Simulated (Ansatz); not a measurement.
## Cu2 (SMILES [Cu][Cu]): methods side by side

Cu2: 2 atoms, total charge 0, spin state singlet. As SMILES, `[Cu][Cu]`. Geometry: the measured bond length. The run starts from this shape.

```csv
atom,x (Å),y (Å),z (Å)
Cu,0.0000,0.0000,0.0000
Cu,0.0000,0.0000,2.2197
```

Each level gives the adiabatic ionisation energy (to the doublet cation, no zero-point term) (eV). The values are calculated.

| level | kind | program | value (eV) |
| --- | --- | --- | --- |
| HF/STO-3G | Hartree–Fock | Ansatz | -5.47 |
| HF/3-21G | Hartree–Fock | Ansatz | -2.06 |
| HF/6-31G* (Cartesian functions) | Hartree–Fock | Ansatz | 3.64 |
| PBE/def2-SVP | GGA | Ansatz | 7.55 |
| B3LYP/6-31G* (Cartesian functions) | global hybrid | Ansatz | 6.71 |
| MP2/6-31G* (Cartesian functions) | perturbation theory | Ansatz | 7.17 |

The values span -5.47 to 7.55 eV. Spin contamination of the reference (⟨S²⟩ at least 0.1 too high) touches HF/STO-3G, HF/3-21G, HF/6-31G*. Without the sets that lack polarisation functions the rows with a basis span only 3.64 to 7.55 eV.
